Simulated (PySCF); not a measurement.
# Correlation energy of Hf (hafnium, neutral)

[Xe] 4f14 5d4, high-spin 5D determinant (an excited configuration). Calculation: PySCF 2.14, in x2c-TZVPPall with one added diffuse shell each of s, p, d, f type (12s8p8d4f1g, 113 functions); the spin-free X2C one-electron Hamiltonian (Gaussian nucleus). Frozen: [Xe] 4f14; 4 electrons correlated.

```json
{"level": "CCSD", "correlation energy (mhartree)": "-45.40"}
{"level": "(T)", "correlation energy (mhartree)": "-2.28"}
{"level": "CCSD(T)", "correlation energy (mhartree)": "-47.68"}
```

Diagnostics: T1 = 0.017, D1 = 0.0257, largest double amplitude 0.056.

Spin-orbit coupling, absent here, splits the open shell strongly.

Cost of the coupled-cluster step: of the order of 14 core-seconds, for 4 correlated electrons.
